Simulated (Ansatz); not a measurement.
Geometry optimisation, RKS PBE0-D4/def2-SVP (Ansatz 0.2.0).

input.yaml

```yaml
crystal:
  periodic: [false, false, false]
  atoms:
    - { symbol: C, position_ang: [-0.6523, 1.0402, -0.4311] }
    - { symbol: S, position_ang: [-0.8926, -0.11, 0.9137] }
    - { symbol: Sb, position_ang: [0.6402, -1.7155, -0.1015] }
    - { symbol: H, position_ang: [-0.9429, 0.6314, -1.4035] }
    - { symbol: H, position_ang: [0.3597, 1.4035, -0.5331] }
    - { symbol: H, position_ang: [-1.3388, 1.9858, -0.243] }
    - { symbol: H, position_ang: [2.0806, -0.7017, 0.3241] }
    - { symbol: H, position_ang: [0.8384, -2.5908, 1.4188] }
basis:
  gaussian: { orbitals: def2-SVP }
hamiltonian:
  xc: pbe0
  dispersion: d4
relax:
  f_tol: 0.015
  max_steps: 40
```

Run as:

```bash
$ ansatz run input.yaml --threads 1 --pin off --max-ram 2048MiB --backend cpu --events-out ev --progress --plain --runs-dir out
```

Problem. Where does it end, and by what steps?

Solution. It converged. The force dipped under the threshold on the way, but the program's further checks kept it going. After 22 steps the energy has fallen by 0.284 eV; H7 moved furthest, 1.00 Å.

| step | energy less start (eV) | largest force component (eV/Å) | accepted |
| --- | --- | --- | --- |
| 0 | 0.0000 | 2.286 | yes |
| 1 | -0.1153 | 1.358 | yes |
| 2 | -0.2279 | 0.559 | yes |
| 3 | -0.2521 | 0.075 | yes |
| 4 | -0.2609 | 0.222 | yes |
| 5 | -0.2656 | 0.177 | yes |
| 6 | -0.2749 | 0.066 | yes |
| 7 | -0.2659 | 0.368 | no |
| 8 | -0.2777 | 0.040 | yes |
| 9 | -0.2796 | 0.075 | yes |
| 10 | -0.2807 | 0.081 | yes |
| 11 | -0.2817 | 0.069 | yes |
| 12 | -0.2822 | 0.071 | yes |
| 13 | -0.2829 | 0.056 | yes |
| 14 | -0.2835 | 0.017 | yes |
| 15 | -0.2836 | 0.005 | yes |
| 16 | -0.2837 | 0.041 | yes |
| 17 | -0.2838 | 0.028 | yes |
| 18 | -0.2839 | 0.002 | yes |
| 19 | -0.2840 | 0.017 | yes |
| 20 | -0.2837 | 0.043 | no |
| 21 | -0.2840 | 0.012 | yes |
| 22 | -0.2840 | 0.014 | yes |

```xyz
8
Properties=species:S:1:pos:R:3
C -0.806 1.151 -0.520
S -0.297 0.238 0.971
Sb 1.115 -1.481 -0.046
H -1.375 0.523 -1.219
H 0.049 1.606 -1.042
H -1.464 1.958 -0.166
H 2.404 -1.288 1.073
H 0.466 -2.765 0.894
```

Time of the run: 97 s on 1 thread of Arm Neoverse V1, with other jobs on the host, peak memory 0.17 GiB.
